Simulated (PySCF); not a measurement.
## Fractional electron number in Ru²⁺ (ruthenium, charge +2)

The 4d beta orbital of [Kr] 4d6 is emptied in steps (occupation f), with all orbitals relaxed, ending at [Kr] 4d5. All numbers are calculated (PySCF 2.14, scalar relativity through the core potential, in def2-SVP with the def2 core potential (28 electrons)). The exact energy is a straight line in f; departures are measured from the line between the end points of the same method.

```json
{"f": "1", "UHF (eV)": "0.000", "LDA (eV)": "0.000", "PBE (eV)": "0.000"}
{"f": "0.75", "UHF (eV)": "0.209", "LDA (eV)": "-1.177", "PBE (eV)": "-1.155"}
{"f": "0.5", "UHF (eV)": "0.265", "LDA (eV)": "-1.584", "PBE (eV)": "-1.551"}
{"f": "0.25", "UHF (eV)": "0.190", "LDA (eV)": "-1.199", "PBE (eV)": "-1.169"}
{"f": "0", "UHF (eV)": "0.000", "LDA (eV)": "0.000", "PBE (eV)": "0.000"}
```

```csv
method,E(f=0) − E(f=1) (eV),−ε at f=1 (eV),−ε at f=0.5 (eV)
UHF,26.651,27.820,26.601
LDA,28.763,22.552,28.705
PBE,28.700,22.589,28.661
```

Orbital energy along the path (eV):

```json
{"f": "1", "UHF": "-27.820", "LDA": "-22.552", "PBE": "-22.589"}
{"f": "0.75", "UHF": "-27.166", "LDA": "-25.577", "PBE": "-25.585"}
{"f": "0.5", "UHF": "-26.601", "LDA": "-28.705", "PBE": "-28.661"}
{"f": "0.25", "UHF": "-26.110", "LDA": "-31.921", "PBE": "-31.797"}
{"f": "0", "UHF": "-25.680", "LDA": "-35.203", "PBE": "-34.949"}
```

Reference removal energy between the ground levels: 28.47 eV (semi-empirical (NIST evaluation); NIST Atomic Spectra Database, ionization energies). The calculation has no spin-orbit coupling. The determinant left behind need not be the lowest term of the ion. UHF lacks correlation.
